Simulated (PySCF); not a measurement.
Computed IR spectrum (relative IR intensity) of a molecule C3H9N. The structure is a stationary point at PBE-D3(BJ)/def2-SVP. The values are those of a single conformer. Method: PBE-D3(BJ)/def2-SVP run with PySCF 2.14.0. No scaling factor is applied to the harmonic values.

| ν (cm⁻¹) | relative intensity |
|---|---|
| 740 | 69 |
| 1010 | 7.0 |
| 1034 | 5.1 |
| 1071 | 2.7 |
| 1129 | 6.7 |
| 1172 | 23 |
| 1199 | 6.7 |
| 1251 | 4.2 |
| 1317 | 5.6 |
| 1353 | 14 |
| 1406 | 11 |
| 1410 | 3.2 |
| 1424 | 3.4 |
| 1454 | 17 |
| 2815 | 65 |
| 2840 | 100 |
| 2962 | 14 |
| 2968 | 23 |
| 2984 | 25 |
| 3048 | 16 |
| 3051 | 19 |
| 3075 | 12 |

### Question
Which structure fits?
A) CN(C)C
B) CCCN
C) CCNC
D) CC(C)N

### Answer
C, CCNC
